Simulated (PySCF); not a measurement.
Si(CCH)(H)(Me)2 (C₄H₈Si), SMILES C#C[SiH](C)C.

The structure is a stationary point at B3LYP-D3(BJ)/def2-SVP.

Calculation: PBE/def2-TZVP run with PySCF.

Isolated molecule, no solvent.

| Property | Result |
|---|---|
| total energy | -446.38760 hartree |
| point group | Cs |
| highest occupied level | -6.74 eV |
| lowest empty level | -0.78 eV |
| orbital gap | 5.96 eV |
| dipole moment | 0.151 e·Å |
| quadrupole, principal values (traceless, Buckingham form, about the centre of nuclear charge) | -4.27, -2.20, 6.48 D·Å |
| mean static polarisability | 74.1 bohr³ (10.98 Å³) |
| polarisability, principal values | 60.1, 68.8, 93.4 bohr³ |
